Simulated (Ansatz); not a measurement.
Level of theory: Ansatz (a program for electronic structure) with frozen-core CCSD(T)/cc-pVTZ // PBE-D3(BJ)/def2-TZVP. The restricted HF reference is unstable towards unrestricted orbitals.

Ansatz 0.2 input:
```yaml
crystal:
  periodic: [false, false, false]
  atoms:
    - { symbol: S, position_ang: [2.137168, 0.287633, -0.044163] }
    - { symbol: C, position_ang: [0.430792, -0.158951, 0.042522] }
    - { symbol: C, position_ang: [-0.558778, 0.720592, -0.177109] }
    - { symbol: S, position_ang: [-2.287898, 0.422146, -0.125794] }
    - { symbol: H, position_ang: [2.618017, -0.939087, 0.252054] }
    - { symbol: H, position_ang: [0.22278, -1.201395, 0.287313] }
    - { symbol: H, position_ang: [-0.341546, 1.763533, -0.42191] }
    - { symbol: H, position_ang: [-2.220537, -0.894471, 0.187087] }
basis:
  gaussian: { orbitals: cc-pVTZ }
correlation:
  method: ccsd_t
```

Output:

```
Functional definition: HF
1048 factors; integrals over basis functions are off by at most 1.2e-3 eV
mean field evaluation 1: about -23757.3804 eV, gradient 2.3e1 eV
mean field evaluation 2: about -23757.6789 eV, gradient 2.3e1 eV
mean field evaluation 4: about -23759.6670 eV, gradient 3.9e0 eV
mean field evaluation 8: about -23759.7291 eV, gradient 2.4e-1 eV
mean field evaluation 16: about -23759.7296 eV, gradient 1.4e-6 eV
mean field -23759.72958922 eV, -873.1539574808 hartree, gradient 1.4e-6 eV, S^2 0.000000; 0 other end points of the search recorded, 0 dependent functions left out; unrestricted orbitals would lower it
12 core orbitals not correlated
reference -23759.72958922 eV, -873.1539574808 hartree; 12, 12 occupied and 160, 160 virtual orbitals, 1048 factors
second order -18.46506661 eV of doubles, -0.00000000 eV of singles
cycle   1  -19.07822811 eV  change   -6.1e-1 eV  update   1.0e-1
cycle   2  -19.59897648 eV  change   -5.2e-1 eV  update   3.2e-2
cycle   3  -19.70698243 eV  change   -1.1e-1 eV  update   1.5e-2
cycle   4  -19.70167539 eV  change    5.3e-3 eV  update   4.0e-3
cycle   5  -19.70213165 eV  change   -4.6e-4 eV  update   1.7e-3
cycle   6  -19.70202115 eV  change    1.1e-4 eV  update   4.5e-4
cycle   7  -19.70190788 eV  change    1.1e-4 eV  update   1.9e-4
cycle   8  -19.70192273 eV  change   -1.5e-5 eV  update   7.3e-5
cycle   9  -19.70191453 eV  change    8.2e-6 eV  update   2.7e-5
perturbative correction -0.97333148 eV, -0.0357692723 hartree
Total energy: -23780.40483524 eV, -873.9137587576 hartree
```

Cost: about 40 core-seconds (a rough figure).
